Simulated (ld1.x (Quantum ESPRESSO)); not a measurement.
# Br: one change to a PAW potential, before and after

```json
{
  "Element": "bromine (Br)",
  "Generator": "ld1.x (Quantum ESPRESSO) 7.5",
  "Type": "PAW",
  "Functional": "PBE",
  "Relativity": "scalar-relativistic",
  "Frozen core": "[Ar] 3d10",
  "Valence charge": "7",
  "Reference configuration": "4s1.5 4p5.5",
  "Partial waves": "4s (bound): rcut 1.35, rcutus 1.70 bohr; 4s channel at 1.05 Ry: rcut 1.35, rcutus 1.70 bohr; 4p (bound): rcut 1.20, rcutus 1.55 bohr; 4p channel at 2.05 Ry: rcut 1.20, rcutus 1.55 bohr; 4d channel at 0.45 Ry: rcut 1.25, rcutus 1.35 bohr; 4d channel at 1.75 Ry: rcut 1.25, rcutus 1.35 bohr",
  "Local potential": "all-electron potential smoothed inside 1.60 bohr (lloc = -2)",
  "Core correction": "Bessel-smoothed model core inside 0.90 bohr",
  "Augmentation charge": "PSQ, inside the norm-conserving radii"
}
```

Change: local potential all-electron potential smoothed inside 2.00 bohr (lloc = -2).

Cutoffs: the cutoffs (Ry, on a coarse ladder) from which the occupation-weighted sum of valence levels, in a spherical-Bessel basis at the reference potential, stays within 10 and 1 mRy of its value at 400 Ry; they do not see the model core or the augmentation charge, which bear on the density cutoff. Errors are all-electron minus pseudo energies relative to the spin-unpolarised reference configuration.

Task: Predict the effect on cutoff, ghosts and configuration errors.

Result: The potential gets neither clearly harder nor softer (12 Ry and 35 Ry → 12 Ry and 35 Ry); the bound ghost in d disappears; the errors of the 7 common tests hardly move. A state that the projectors do not describe sees the local part alone, so a deeper or shallower local part can create or remove a ghost.

```tsv
quantity	base	changed
cutoff, loose	12 Ry	12 Ry
cutoff, tight	35 Ry	35 Ry
bound ghosts	d	none
error for 4s2 4p5, meV [ΔE -6.16 eV]	-0.5	-0.5
error for 4s2 4p4, meV [ΔE 6.39 eV]	-2.2	-2.3
error for 4s2 4p3, meV [ΔE 29.15 eV]	-16	-16
error for 4s1 4p5, meV [ΔE 19.40 eV]	-8.4	-7.9
error for 4s2 4p5.3, meV [ΔE -8.12 eV]	-0.6	-0.6
error for 4s2 4p2, meV [ΔE 63.14 eV]	-63	-61
error for 4s2 4p1, meV [ΔE 109.16 eV]	-182	-178
lowest overlap eigenvalue by channel	s 0.40, p 0.62, d 0.88	s 0.38, p 0.69, d 0.90
```

 A true bound ghost makes a file unfit for plane-wave use even where its test errors are small: the radial tests pick states by their node count and pass the ghost by.
